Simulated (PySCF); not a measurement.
First SCF of a structure search on singlet Zr₃, at a hand-made linear chain geometry. PySCF input:

```python
from pyscf import gto, scf, dft
mol = gto.M(atom='''
Zr     0.000000     0.000000     0.000000
Zr     0.000000     0.000000     2.926000
Zr     0.000000     0.000000    -2.926000''',
    basis={'Zr': 'def2-TZVP'},
    ecp={'Zr': 'def2-TZVP'},
    charge=0, spin=0)
mf = dft.RKS(mol, xc='PBE0')
mf.grids.atom_grid = (50, 194)
aux = {'Zr': 'def2-universal-JKFIT'}
mf = mf.density_fit(auxbasis=aux)
mf.conv_tol = 1e-08
mf.diis_space = 10
mf.max_cycle = 60
mf.init_guess = 'minao'
mf.verbose = 4
mf.kernel()
```

Excerpt of the output (cycles and frontier levels):

```
init E= -124.600858293336
cycle= 1 E= -135.124386831091  delta_E= -10.5  |g|= 4.16  |ddm|= 7.55
  HOMO = -0.137872134756192  LUMO = -0.128841381693438  gap/eV = 0.24574
cycle= 2 E= -95.3469203642208  delta_E= 39.8  |g|= 5.23  |ddm|= 8.04
  HOMO = -0.41432460942174  LUMO = -0.249237601219498  gap/eV = 4.49225
cycle= 3 E= -128.045593954512  delta_E= -32.7  |g|= 5.66  |ddm|= 10.7
  HOMO = -0.408939559031615  LUMO = -0.246737105227399  gap/eV = 4.41375
cycle= 4 E= -128.502986987716  delta_E= -0.457  |g|= 5.53  |ddm|= 0.458
  HOMO = -0.374022388467159  LUMO = -0.221751726472972  gap/eV = 4.14350
cycle= 5 E= -128.953852866451  delta_E= -0.451  |g|= 5.43  |ddm|= 1.08
  HOMO = -0.291227187562686  LUMO = -0.149022751115058  gap/eV = 3.86958
cycle= 6 E= -129.439198334289  delta_E= -0.485  |g|= 5.33  |ddm|= 1.05
  HOMO = -0.245560687974064  LUMO = -0.12861508629247  gap/eV = 3.18225
cycle= 7 E= -130.459066525731  delta_E= -1.02  |g|= 5.12  |ddm|= 1.18
... 40 lines left out ...
cycle= 28 E= -140.685124121823  delta_E= 2.15e-07  |g|= 0.00108  |ddm|= 0.00253
  HOMO = -0.12669771313937  LUMO = -0.094487412781182  gap/eV = 0.87649
cycle= 29 E= -140.685124136544  delta_E= -1.47e-08  |g|= 0.000243  |ddm|= 0.00543
  HOMO = -0.126704557010674  LUMO = -0.0944945252981225  gap/eV = 0.87648
cycle= 30 E= -140.685124121156  delta_E= 1.54e-08  |g|= 4.35e-05  |ddm|= 0.00197
  HOMO = -0.126701284533389  LUMO = -0.0944900898988141  gap/eV = 0.87651
cycle= 31 E= -140.685124122949  delta_E= -1.79e-09  |g|= 1.5e-05  |ddm|= 0.000312
  HOMO = -0.126702771723066  LUMO = -0.0944907830654284  gap/eV = 0.87653
Extra cycle  E= -140.685124121703  delta_E= 1.25e-09  |g|= 7.83e-05  |ddm|= 0.00011
converged SCF energy = -140.685124121703
```

This is not the lowest solution: another start and a stability analysis within the same restricted form found one 75.2 kJ/mol lower, at -140.71378 Eh.

At the minimum of this search the closed-shell solution is unstable towards spin polarisation, so a lower open-shell solution exists.

The search for the lowest solution, 3 starts and the stability check together, took 20 s on 4 threads of a shared Arm Neoverse V1 host, with 120 basis functions; the process peaked at 0.53 GiB. Launch command: `OMP_NUM_THREADS=4 python axn.py task.json out`.
